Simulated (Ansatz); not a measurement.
Total energies of CH4BFN2 (`BNC(=N)F`).

Z-matrix (Å, degrees):
```
B
N 1 1.407
H 1 1.193 2 116.6
H 1 1.187 2 119.6 3 180.0
C 2 1.379 1 127.0 3 180.0
H 2 1.009 1 120.3 3 -0.1
F 5 1.351 2 109.2 1 179.6
N 5 1.245 2 126.9 1 -0.4
H 8 1.014 5 111.6 2 179.9
```

Total charge 0; spin multiplicity 1. The geometry is a stationary point of PBE0-D4/def2-TZVP. It is one conformer, not always the lowest. Basis def2-TZVPP, the Gaussian-basis code of Ansatz.

RPA on PBE orbitals: Hartree–Fock energy of these orbitals -273.30414 Eh, correlation -1.43623 Eh (frozen core).

```csv
functional,energy without D4 (Eh),D4 term (kJ/mol)
B97M-V,-274.80274,–
CAM-B3LYP,-274.74195,-11.6
```

(1) Give the same for LDA (SPW92), PBE, revPBE, BLYP, r2SCAN, PBE0, B3LYP, r2SCANh, r2SCAN0, HSE06 (plane-wave form), BHLYP, LC-ωPBE, ωB97X-V, ωB97M-V, B2PLYP, PBE-QIDH. (Best estimate.)

B3LYP takes the VWN-RPA correlation (the form of Gaussian; ORCA's B3LYP/G). HSE06 is the plane-wave form, built on full-range PBE exchange. The double hybrids freeze the cores in their second-order part.

## Answers

(1) Ansatz gave: 
```csv
functional,energy without D4 (Eh),D4 term (kJ/mol)
LDA (SPW92),-272.67789,–
PBE,-274.53110,-14.1
revPBE,-274.76078,-50.5
BLYP,-274.78243,-32.1
r2SCAN,-274.70500,-3.5
PBE0,-274.54170,-11.7
B3LYP,-274.85623,-22.5
r2SCANh,-274.69004,-3.6
r2SCAN0,-274.66878,-4.0
HSE06 (plane-wave form),-274.52827,-10.7
BHLYP,-274.71109,-15.4
LC-ωPBE,-274.67222,–
ωB97X-V,-274.76029,–
ωB97M-V,-274.75682,–
B2PLYP,-274.65043,–
PBE-QIDH,-274.50072,–
```

LC-ωPBE has ω = 0.4 bohr⁻¹.
